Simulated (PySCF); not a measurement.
**Bond length, frequency and bond energy of RbF by level of theory**

State: ¹Σ⁺ (singlet), closed shell. Set-up: Rb def2-SVP with ECP28, F def2-SVP; scalar-relativistic core potentials (PySCF 2.14). De refers to Rb + F in their high-spin ground configurations, without counterpoise correction. A positive dipole means Rb(−)F(+).

```
      Level  Re (Å)  ωe (cm⁻¹)  De (eV)  μ (D)  CPU s a point (SCF and correlation, without the integrals)
        RHF   2.328        394     2.64  -9.17                                                       0.042
    RHF-MP2   2.322        398     4.22    n/a                                                       0.063
RHF-SCS-MP2   2.325        397     4.11    n/a                                                         n/a
   RHF-CCSD   2.322        399     3.92    n/a                                                         n/a
RHF-CCSD(T)   2.322        399     3.95    n/a                                                        0.85
        PBE   2.318        380     4.65  -8.06                                                        0.44
     PBEsol   2.294        396     4.85  -7.94                                                        0.33
     r²SCAN   2.313        390     4.51  -8.44                                                        0.55
       PBE0   2.300        398     4.33  -8.42                                                        0.68
    r²SCAN0   2.300        402     4.24  -8.59                                                        0.63
    LC-ωPBE   2.301        404     4.63  -8.60                                                        0.58
     B2PLYP   2.314        395     4.28  -8.76                                                        0.38
```

The bond length runs from 2.294 Å (PBEsol) to 2.328 Å (RHF). De spans 2.64 eV (RHF, mean field) to 4.85 eV (PBEsol, GGA). Correlation at CCSD(T) changes the Hartree–Fock bond energy by +1.31 eV; the triples alone change it by +0.03 eV.

Correlated steps freeze 1 core orbital. Correlated levels converge slowly with the basis: in double zeta they bind strong bonds too weakly, by up to about 1 eV, and carry superposition errors of some tenths. Where the molecule has an RHF reference, its open-shell atoms are computed with UHF. B2PLYP dipoles, levels and charges come from its SCF part alone.

The whole job (state search and all levels along the bond) took about 1.1 min on 1 thread of Intel Xeon Platinum 8488C (shared host), peak memory 0.44 GiB.
